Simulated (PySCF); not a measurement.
SMILES [CH3][Sn]([SH])([SH])[SH] (CH6S3Sn), singlet, B3LYP/def2-SVP optimised geometry.

```
11

C     -1.59    -2.45     1.73
Sn    -0.84    -1.40     0.00
S      1.61    -1.40     0.00
S     -1.61    -2.46    -2.08
S     -1.61     0.93     0.00
H     -1.42    -3.53     1.59
H     -1.07    -2.09     2.62
H     -2.67    -2.26     1.82
H      1.67    -1.67    -1.32
H     -1.93    -1.26    -2.63
H     -0.39     1.40    -0.33
```

Density from B3LYP/def2-TZVP, def2 effective core potentials past Kr (PySCF 2.14.0) at that geometry. The core electrons that the potentials of Sn replace are not part of the density.

Minimum of the electron density along straight lines between bonded atoms, close to the bond critical point (lines longer than 1.1 times the sum of covalent radii, or with two minima, are not listed):

| bond | length / Å | ρ at the minimum / e bohr⁻³ | ∇²ρ there / e bohr⁻⁵ | position (fraction from the first atom) |
|---|---|---|---|---|
| C1–Sn2 | 2.161 | ___ | ___ | 0.49 |
| Sn2–S3 | 2.455 | 0.079 | 0.08 | 0.47 |
| Sn2–S4 | 2.455 | 0.079 | 0.08 | 0.47 |
| Sn2–S5 | 2.456 | 0.079 | 0.08 | 0.47 |
| C1–H6 | 1.099 | 0.272 | -0.91 | 0.64 |
| C1–H7 | 1.099 | 0.272 | -0.91 | 0.64 |
| C1–H8 | 1.099 | 0.272 | -0.91 | 0.64 |
| S3–H9 | 1.354 | 0.210 | -0.58 | 0.64 |
| S4–H10 | 1.354 | 0.210 | -0.58 | 0.65 |
| S5–H11 | 1.354 | 0.210 | -0.58 | 0.64 |

### Question
Fill in the missing entries.

### Answer

- C1–Sn2, ρ at the minimum / e bohr⁻³: 0.103
- C1–Sn2, ∇²ρ there / e bohr⁻⁵: 0.09
